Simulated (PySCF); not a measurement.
# Telling isomers of C5H5NO2 apart by NMR

[PySCF 2.14: J: B3LYP/pcJ-1 (spin–dipole term left out of most H,H and C,H couplings); NMR shieldings at PBE0/pcSseg-1/GIAO; GFN2-xTB structure; no relativistic terms; equivalent nuclei averaged; one conformer; no solvent model]

Shifts are taken against calculated references (same method and geometry level): TMS for 1H (σref 31.72), 13C (σref 186.93). Multiplet labels drop J under 1 Hz and among equivalent protons, and merge close values. Unscaled 3J(H,H) run several per cent high. Where no couplings were computed, multiplicities follow the n + 1 count of equivalent neighbours, and m marks all less simple cases (inequivalent or close neighbours, rings, F or P nearby). Acid and N–H amide carbonyl carbons lie up to 10 ppm further downfield in solution (hydrogen bonding). Shifts are as computed. Against solution values, carbons near 30 ppm lie about +3 ppm off and those near 130 ppm about +5 ppm. Of 1211 compounds with measured shifts, 218 miss one by over three times the rms of a fit or turn the order of signals round; such compounds aren't used in these exercises. Groups on amide-type nitrogens are kept apart (slow C–N rotation). OH and NH positions are gas-phase values without hydrogen bonding to other molecules.

(1) Tabulate the signals of `[O-][n+]1ccc(O)cc1`, `C=Cc1ncc(O)o1`, `NC(=O)C#CCC=O` and their relative energies.

(2) What is the quickest way to tell C=Cc1ncc(O)o1 from NC(=O)C#CCC=O?

(3) What is the quickest way to tell [O-][n+]1ccc(O)cc1 from C=Cc1ncc(O)o1?

(4) What is the quickest way to tell [O-][n+]1ccc(O)cc1 from NC(=O)C#CCC=O?

Answers

(1) 
| SMILES | carbon types | δC | δH | E rel. (kcal/mol) |
| --- | --- | --- | --- | --- |
| [O-][n+]1ccc(O)cc1 | 1×C 4×CH | 155.7, 144.6, 118.0 | 8.14 (d, 2H), 6.69 (d, 2H), 4.12 (br s, 1H) | 18.2 |
| C=Cc1ncc(O)o1 | 2×C 2×CH 1×CH2 | 165.1, 155.6, 133.1, 121.2, 107.2 | 6.75 (dd, 1H), 6.48 (s, 1H), 6.00 (d, 1H), 5.57 (d, 1H), 4.87 (br s, 1H) | 0.0 |
| NC(=O)C#CCC=O | 3×C 1×CH 1×CH2 | 197.6, 154.0, 88.6, 82.2, 37.7 | 9.72 (t, 1H), 5.43 (br, 1H), 4.63 (br, 1H), 3.51 (d, 2H) | 16.7 |

Energies are electronic energies at PBE0/pcSseg-1 on these geometries, without zero-point or thermal terms, each for the one conformer computed, which needn't be the lowest.

(2) Both give the same number of carbon signals, but DEPT or the intensities differ. The first has an alkene CH at 133.1 ppm, the second an aldehyde carbonyl carbon (CH) at 197.6 ppm. Their most deshielded carbons lie at 165.1 and 197.6 ppm. In the proton spectra the most deshielded non-exchanging signals are 6.75 (dd, J = 18.8, 12.6 Hz, 1H) and 9.72 (t, 1H).

(3) Count the carbon signals: 3 against 5. The first has an aromatic CH next to a ring nitrogen at 144.6 ppm, the second a terminal =CH2 carbon at 121.2 ppm. Their most deshielded carbons lie at 155.7 and 165.1 ppm. In the proton spectra the most deshielded non-exchanging signals are 8.14 (d, 2H) and 6.75 (dd, J = 18.8, 12.6 Hz, 1H).

(4) Count the carbon signals: 3 against 5. The first has an aromatic CH at 118.0 ppm, the second an alkyne carbon (C) at 88.6 ppm. Their most deshielded carbons lie at 155.7 and 197.6 ppm. In the proton spectra the most deshielded non-exchanging signals are 8.14 (d, 2H) and 9.72 (t, 1H).
